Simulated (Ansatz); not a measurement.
The same path of CH5AlF2S (10 atoms, charge 0, multiplicity 1) was run twice with different band settings. Lost on the way: Al1–C2, H5–S6. Made: C2–H5.

The calculation used UKS PBE-D4/6-31G* in Ansatz 0.2.0.

Relaxed end points:

```xyz
10
Properties=species:S:1:pos:R:3
Al -1.047 -0.010 -0.165
C 0.380 -1.327 -0.426
F -1.679 0.803 -1.494
F -2.076 -0.154 1.157
H 1.248 2.070 -0.113
S 0.214 2.031 0.768
H 0.900 -1.566 0.519
H -0.032 -2.275 -0.814
H 1.135 -0.982 -1.154
H 0.956 1.410 1.723
```

```xyz
10
Properties=species:S:1:pos:R:3
Al -1.070 0.770 0.067
C 0.864 -1.118 -0.551
F -1.461 0.799 -1.548
F -1.838 -0.319 1.073
H 1.263 -0.113 -0.313
S 0.061 2.435 0.931
H 1.673 -1.837 -0.353
H 0.018 -1.400 0.103
H 0.562 -1.165 -1.606
H -0.071 1.948 2.196
```

Common settings: movable images 7; climbing image yes; spring 5.0 eV/Å²; optimiser quadratic models (default); start path through a guess of the saddle point; iteration limit 60; end points relaxed.

| run | force threshold |
| --- | --- |
| 1 | 0.03 eV/Å |
| 2 | 0.2 eV/Å |

Question: What does each run give, and how far can it be trusted?

Answer: Run 1: converged after 23 iterations, highest image 0.647 eV above the first end. A vibrational analysis at the climbing image gives one clearly imaginary mode, 896i cm⁻¹: a first-order saddle point.
Run 2: converged after 8 iterations, highest image 0.656 eV above the first end. The threshold of 0.2 eV/Å is loose, so the images may lie well off the minimum-energy path. The order of the stationary point at the top wasn't checked.
The orbitals stay closed-shell, which can raise the energy where a bond breaks towards radicals; this wasn't checked here.
